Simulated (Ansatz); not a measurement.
Geometry optimisation, Ansatz 0.2.0, RKS PBE-D4/def2-SVP.

Input file:

```yaml
crystal:
  periodic: [false, false, false]
  atoms:
    - { symbol: Ge, position_ang: [0.0301, 0.6919, 1.4411] }
    - { symbol: "N", position_ang: [0.4968, -0.1252, -0.5785] }
    - { symbol: C, position_ang: [-0.3241, -1.1755, -1.1343] }
    - { symbol: H, position_ang: [1.0868, 1.6324, 1.9257] }
    - { symbol: H, position_ang: [-1.4208, 1.0189, 1.605] }
    - { symbol: H, position_ang: [0.2525, -0.646, 2.1852] }
    - { symbol: H, position_ang: [0.1698, 1.1552, -0.7807] }
    - { symbol: F, position_ang: [-0.1252, 2.1135, -0.112] }
    - { symbol: H, position_ang: [1.4817, -0.3183, -0.7059] }
    - { symbol: H, position_ang: [-0.157, -1.2689, -2.2124] }
    - { symbol: H, position_ang: [-1.373, -0.9328, -0.9654] }
    - { symbol: H, position_ang: [-0.1175, -2.1452, -0.6678] }
basis:
  gaussian: { orbitals: def2-SVP }
hamiltonian:
  xc: pbe
  dispersion: d4
relax:
  f_tol: 0.15
  max_steps: 25
  restrain:
    - { distance: [0, 7], at: 1.77, k: 30.0 }
    - { distance: [6, 1], at: 1.02, k: 30.0 }
    - { distance: [0, 1], at: 3.21, k: 30.0 }
    - { distance: [6, 7], at: 2.18, k: 30.0 }
output:
  orbitals: {}
```

Command:

```bash
$ ansatz run input.yaml --threads 2 --pin off --max-ram 3072MiB --backend cpu --events-out ev --progress --plain --runs-dir out
```

Q: Where does it end, and by what steps?

A: The forces met the threshold. The restraints hold the end off the free minimum. The force dipped under the threshold on the way, but the program's further checks kept it going. After 14 steps the energy has fallen by 1.079 eV (the restraints' own energy left out); H5 moved furthest, 1.64 Å. Parted: Ge1–N2. Joined: N2–H7.

| step | energy less start (eV) | largest force component (eV/Å) | accepted |
| --- | --- | --- | --- |
| 0 | 0.0000 | 2.301 | yes |
| 1 | 0.4942 | 3.459 | yes |
| 2 | 0.7793 | 2.692 | yes |
| 3 | 0.6621 | 1.773 | yes |
| 4 | 0.0144 | 1.083 | yes |
| 5 | -0.3806 | 1.318 | yes |
| 6 | -0.6760 | 0.720 | yes |
| 7 | -0.8583 | 0.285 | yes |
| 8 | -0.9207 | 0.378 | yes |
| 9 | -0.9608 | 0.216 | yes |
| 10 | -0.9877 | 0.399 | yes |
| 11 | -1.0375 | 0.276 | yes |
| 12 | -1.0684 | 0.126 | yes |
| 13 | -1.0767 | 0.189 | yes |
| 14 | -1.0789 | 0.147 | yes |

```xyz
12
Properties=species:S:1:pos:R:3
Ge -0.333 1.171 1.819
N 0.796 -0.284 -0.803
C -0.095 -1.305 -1.336
H 1.192 1.300 2.029
H -1.114 2.044 2.843
H -0.860 -0.281 1.815
H 0.462 0.648 -1.067
F -0.731 1.907 0.256
H 1.746 -0.386 -1.180
H -0.277 -1.271 -2.437
H -1.081 -1.223 -0.837
H 0.294 -2.321 -1.101
```

The run took 30 s on 2 threads of Arm Neoverse V2, on a shared host, peak memory 0.16 GiB.
